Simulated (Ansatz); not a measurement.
Program: Ansatz. Geometries: PBE0-D4/def2-TZVP. ΔE: electronic, gas phase. CCSD(T)/CBS is the MP2 limit (def2-TZVPP, def2-QZVPP) plus CCSD(T) − MP2 in def2-TZVPP, frozen cores. This one scheme is used for every species. Functionals use def2-TZVPP. B3LYP here is the variant with VWN-RPA as its local correlation; programs differ in this. One conformer a species, not always the lowest.

Consider the redistribution: `N[SiH]([SiH3])O[SiH3]` + `O[Si]Cl` → `N[SiH]([SiH3])Cl` + `O[Si]O[SiH3]`.

`N[SiH]([SiH3])O[SiH3]`:

Cartesian coordinates in Å:
```
N -1.231 1.521 -0.157
Si -0.946 -0.102 0.290
Si -0.726 -1.340 -1.687
O 0.397 -0.350 1.211
Si 1.902 0.234 1.460
H -1.641 2.194 0.469
H -0.766 1.961 -0.933
H -2.090 -0.527 1.135
H -2.036 -1.470 -2.381
H -0.191 -2.702 -1.418
H 0.219 -0.644 -2.608
H 2.585 0.495 0.163
H 2.674 -0.775 2.225
H 1.851 1.504 2.231
```

`O[Si]Cl`:

Cartesian coordinates in Å:
```
O 0.766 0.546 0.530
Si 0.369 0.211 -1.022
Cl -1.363 -0.965 -0.761
H 0.228 0.208 1.254
```

`N[SiH]([SiH3])Cl`:

Cartesian coordinates in Å:
```
N 1.098 -1.239 -0.673
Si -0.374 -0.379 -0.651
Si -0.442 1.000 1.234
Cl -0.672 0.870 -2.292
H 1.971 -0.762 -0.515
H 1.220 -2.023 -1.294
H -1.465 -1.380 -0.725
H -1.633 1.887 1.178
H 0.788 1.839 1.259
H -0.491 0.187 2.479
```

`O[Si]O[SiH3]`:

Z-matrix (Å, degrees):
```
Si
O 1 1.646
H 1 1.484 2 108.8
H 1 1.484 2 108.8 3 119.4
H 1 1.486 2 110.6 3 -120.3
Si 2 1.656 1 142.0 3 119.9
O 6 1.643 2 101.2 1 -179.6
H 7 0.963 6 118.3 2 0.0
```

| level | ΔE (kcal/mol) |
| --- | --- |
| PBE-D4 | -1.2 |
| PBE0-D4 | -1.4 |
| PBE | -1.7 |
| B3LYP | -1.4 |
| MP2/def2-TZVPP | -2.2 |
| CCSD/def2-TZVPP | -1.8 |
| MP2/def2-QZVPP | -2.2 |
| CCSD/CBS(def2) | -1.7 |

(1) What does CCSD(T)/CBS give? (Estimate.)

Largest T1 diagnostic among the species: 0.014.

Results:

(1) Ansatz gave: -1.7 kcal/mol. The listed levels differ from it by 0.5, 0.3, 0.0, 0.3, -0.5, -0.1, -0.5, 0.0 kcal/mol.
